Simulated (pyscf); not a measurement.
## Elimination: `[SiH3][S][Sb]([Cl])[Cl]` → `[SiH3][Cl]` + `[S]=[Sb][Cl]`

Gas phase, singlet surface, charge 0. Bonds broken: Cl1–Sb2, S4–Si5. Bonds formed: Cl1–Si5. PySCF, gas phase, ωB97X-D3(BJ)/def2-SVP geometries.

Transition state (Å):

```xyz
8

Cl    -0.7446     1.4721     0.7978
Sb     0.4777     1.4400    -1.4515
Cl     2.5235     0.9908    -0.3442
S     -0.4466    -0.6272    -1.6372
Si    -0.8917    -0.8444     0.8976
H      0.4747    -1.3937     1.0261
H     -1.9914    -1.6892     0.3690
H     -1.3592    -0.5651     2.2952
```

One imaginary mode, 261i cm⁻¹; descent along it reached the two sides named, in the forms told below.

```
bond     change  reactant side (Å)  saddle  product side
-------  ------  -----------------  ------  ------------
Cl1–Sb2  breaks              2.364   2.560           3.0
S4–Si5   breaks              2.161   2.583           3.6
Cl1–Si5   forms                3.4   2.323         2.112
```

Electronic energies relative to the reactant's lowest minimum found (kJ/mol):

```json
[
 {"level": "ωB97X-D3(BJ)/def2-TZVP", "barrier": "149.6", "reaction energy": "+147.8", "reverse barrier": "1.8"},
 {"level": "PBE/def2-TZVP", "barrier": "125.7", "reaction energy": "+94.8", "reverse barrier": "30.9"},
 {"level": "r²SCAN/def2-TZVP", "barrier": "137.0", "reaction energy": "+107.5", "reverse barrier": "29.5"},
 {"level": "B3LYP-D3(BJ)/def2-TZVP", "barrier": "141.7", "reaction energy": "+111.8", "reverse barrier": "29.9"},
 {"level": "PBE0-D3(BJ)/def2-TZVP", "barrier": "139.0", "reaction energy": "+123.2", "reverse barrier": "15.8"},
 {"level": "M06-2X/def2-TZVP", "barrier": "147.0", "reaction energy": "+120.7", "reverse barrier": "26.3"},
 {"level": "ωB97M-D3(BJ)/def2-TZVP", "barrier": "145.4", "reaction energy": "+113.0", "reverse barrier": "32.4"},
 {"level": "HF/def2-TZVP", "barrier": "182.0", "reaction energy": "+86.3", "reverse barrier": "95.7"}
]
```

With ωB97M-D3(BJ)/def2-TZVP energies and thermal terms (ideal gas, 1 atm, RRHO with modes under 100 cm⁻¹ raised to 100, one conformer, R ln 2 for rigid chiral ones), in kJ/mol:

| T (K) | ΔH‡ | ΔG‡ | ΔH | ΔG |
|---|---|---|---|---|
| 298 | 142.6 | 146.3 | +108.2 | +60.8 |
| 600 | 140.1 | 151.0 | +103.2 | +14.7 |
| 900 | 137.6 | 157.0 | +98.2 | -28.5 |
| 1200 | 135.2 | 163.8 | +93.1 | -70.0 |

On the product side the descent ends in a bound adduct, 34.3 kJ/mol under the separated species and 36.1 kJ/mol under the saddle at ωB97X-D3(BJ)/def2-TZVP. One saddle was located; it need not be the lowest between these sides. Elements past Kr carry the def2 core potentials, without spin-orbit coupling.
